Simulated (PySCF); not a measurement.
A structure optimised at B3LYP-D3(BJ)/def2-SVP, used in a PySCF frequency run:

```
Ge
H 1 1.5419
H 1 1.5419 2 108.69
H 1 1.5442 2 108.54 3 117.87
Si 1 2.3892 2 110.70 4 120.34
F 5 1.6351 1 108.48 2 60.30
H 5 1.4900 6 108.05 1 -120.82
H 5 1.4900 7 109.47 6 117.45
```
Charge 0, spin multiplicity 1.

**Question.** Write its SMILES, formula and point group.

**Answer.** F[SiH2][GeH3], FGeH5Si, Cs

**Question.** What are its rotational constants (standard atomic weights)?

**Answer.** 14.824, 2.1764, 1.9897 GHz
